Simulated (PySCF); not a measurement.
Radial density of Cr (chromium, neutral)

UHF, [Ar] 3d5 4s1, high-spin 7S determinant. All numbers are calculated (PySCF 2.14, scalar relativity by spin-free X2C-1e, in aug-cc-pVDZ-DK (7s6p4d2f, 59 functions)).

```csv
r (bohr),4πr²ρ (e/bohr),4πr²(ρα − ρβ)
0.000867,0.1252,0.0000
0.00146,0.3202,0.0001
0.00245,0.8055,0.0002
0.00413,1.972,0.0004
0.00694,4.610,0.0010
0.0117,9.929,0.0021
0.0196,18.53,0.0038
0.0330,27.13,0.0046
0.0556,27.52,0.0021
0.0935,21.87,0.0055
0.157,28.29,0.0780
0.264,27.51,0.4676
0.445,10.89,1.7705
0.748,13.43,3.3680
1.26,7.398,2.7944
2.12,1.559,1.2491
3.56,0.4347,0.4323
5.99,0.06720,0.0672
10.1,0.001320,0.0013
```

Densities and radii are taken from the X2C orbitals without a picture-change correction, which distorts them close to the nucleus.
